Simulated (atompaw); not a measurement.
## Pseudopotential generation for Cs (Z = 55): PAW (atompaw), PBE, scalar-relativistic.

atompaw 4.2.0.5 was run on this input:

```
Cs 55
GGA-PBE scalarrelativistic loggrid 2001 logderivrange -3 5 201
6 6 5 0 0 0
6 0 0
6 1 0
5 2 0
0 0 0
c
c
c
c
c
v
c
c
c
v
v
c
c
v
2
3.00 2.75 2.45 3.00
y
1.35
n
n
y
0.7
n
custom rrkj gramschmidtortho besselshape
3 0 troulliermartins
3.00
3.00
3.00
3.00
3.00
3.00
PWSCFOUT
UPFDX 0.0125d0 UPFXMIN -7.d0 UPFZMESH 55.d0
END
```

Command:

```bash
atompaw < Cs.input > Cs.log
```

Resulting log (summary file):

```
[... start of the log left out ...]
   Valence                  :     -400.33707774875364

 PAW parameters:
       lmax =            2
         rc =    3.0045429817457108
        irc =         1511
   rc_shape =    2.7539933096149278
    rc_vloc =    2.4576020906394063
    rc_core =    3.0045429817457108
   Vloc: Norm-conserving Troullier-Martins with l= 3;e=   0.0000E+00
   Projector type: RRKJ pseudization + Gram-Schmidt ortho.
   Bessel compensation charge shape zeroed at   2.7540E+00

 Number of basis functions     6
 No.   n  nodes  l      Energy         Cp coeff         Occ
  1    6    5    0   -0.4143623E+00  0.1000000E+01  0.0000000E+00
  2  999    6    0    0.1350000E+01  0.1233420E+00  0.0000000E+00
  3    5    3    1   -0.1372241E+01  0.1000000E+01  0.6000000E+01
  4    6    4    1   -0.2514021E+00 -0.1086417E+00  0.0000000E+00
  5    5    2    2   -0.3231403E+00  0.1000000E+01  0.0000000E+00
  6  999    3    2    0.7000000E+00  0.8494833E-02  0.0000000E+00

 Eigenvalues of overlap operator (in the basis of projectors):
    1       -9.81275312E+01
    2       -1.33037122E+00
    3        2.49241376E-02
    4        1.96684949E-01
    5        1.07860017E+00
    6        5.82721923E+00

The overlap operator has at least one negative eigenvalue!
It might be not positive definite...
Program is stopping.
This probably means that your projectors are too similar
or that your PAW basis is incomplete.
Advice: try to change your input parameters (f.i. : reference energies).
```

The run stopped because the overlap operator built from these waves and projectors is not positive definite.

The run took about 5.1 s on one core of a shared server CPU.
